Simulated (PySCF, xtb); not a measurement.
Mo(OMe)(H)5 (CH₈MoO), SMILES [MoH5][O]C, multiplicity 1.

GFN2-xTB (xtb) at its own geometry gives an orbital gap of 1.61 eV and a dipole moment of 8.57 D.

Geometry: PBE0-D3(BJ)/def2-SVP. The multiplicity is an assumed one; no other spin state was optimised. The structure was generated by enumeration; whether it is a known compound was not checked. The def2 effective core potentials stand for the cores of Mo; spin–orbit coupling is left out.

Task: What does B3LYP/def2-TZVPD (PySCF) give? (An estimate is asked for; the answer gives what the named calculation found.)

Result: gap 4.96 eV (levels -7.62 and -2.67 eV), dipole 2.51 D.
